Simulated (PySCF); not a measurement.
Computed shifts of a molecule C₅H₉F, PBE0/pcSseg-1 (PySCF), GIAO, gas phase, equivalent atoms averaged, in ppm (number of nuclei): ¹³C: 155.5 (1), 118.8 (1), 95.2 (1), 24.6 (1), 23.7 (1). ¹⁹F: -208.0 (1). ¹H: 5.93 (1), 5.58 (1), 5.05 (1), 1.99 (3), 1.64 (3). References: ¹³C against TMS (σ = 186.3 ppm); ¹⁹F against CFCl3 (σ = 167.2 ppm); ¹H against TMS (σ = 31.56 ppm), references at their B3LYP-D3(BJ)/def2-TZVP geometries, non-relativistic. The structure is a stationary point at ωB97X-D3(BJ)/def2-SVP. Other conformers were not sampled.

Question: Pick the molecule that these values belong to.
A. C=C(C)[C@H](C)F
B. CC1(C)C[C@@H]1F
C. CCC/C=C\F
D. CC/C(C)=C/F

Answer: A, C=C(C)[C@H](C)F
